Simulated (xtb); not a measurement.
C4H9NS, SMILES C(=N\C)(/SC)C. All values are semi-empirical tight-binding results from xtb (GFN2-xTB unless named), good for trends rather than for accurate numbers. Geometry optimised at GFN2-xTB. The structure was generated by enumeration; whether it is a known compound was not checked.

Optimised geometry:

Bonds (Å): C1–N2 1.436, C1–H7 1.094, C1–H8 1.089, C1–H9 1.094, N2–C3 1.262, C3–C4 1.499, C3–S5 1.756, C4–H10 1.086, C4–H11 1.090, C4–H12 1.090, S5–C6 1.809, C6–H13 1.085, C6–H14 1.085, C6–H15 1.085. Angles (°): N2–C1–H7 111.7, N2–C1–H8 107.5, N2–C1–H9 111.7, H7–C1–H8 109.0, H7–C1–H9 107.8, H8–C1–H9 109.0, C1–N2–C3 121.0, N2–C3–C4 128.2, N2–C3–S5 117.7, C4–C3–S5 114.1, C3–C4–H10 110.6, C3–C4–H11 109.6, C3–C4–H12 109.7, H10–C4–H11 109.4, H10–C4–H12 109.5, H11–C4–H12 107.9, C3–S5–C6 100.7, S5–C6–H13 108.7, S5–C6–H14 107.0, S5–C6–H15 108.7, H13–C6–H14 111.2, H13–C6–H15 110.1, H14–C6–H15 111.2.
Charge 0, spin multiplicity 1.

```
Property                                         Result
----------------------------------------  -------------
point group as xtb finds it                          Cs
orbital gap                                     3.85 eV
zero-point energy                         76.7 kcal/mol
G − E(el) at 298.15 K (modified RRHO)     55.5 kcal/mol
static polarisability (D4 model)             77.8 bohr³
solvation energy, GFN2-xTB/ALPB(water)    -1.5 kcal/mol
solvation energy, GFN2-xTB/ALPB(benzene)  -6.1 kcal/mol
```

Computed atomic charges and the Wiberg bond orders between heavy atoms:
charges (e) C1 -0.01, N2 -0.28, C3 0.14, C4 -0.12, S5 -0.15, C6 -0.05, H7 0.03, H8 0.04, H9 0.03, H10 0.06, H11 0.05, H12 0.05, H13 0.07, H14 0.06, H15 0.07. Bond orders C1–N2 1.02, N2–C3 1.80, C3–C4 1.01, C3–S5 1.08, S5–C6 1.01.
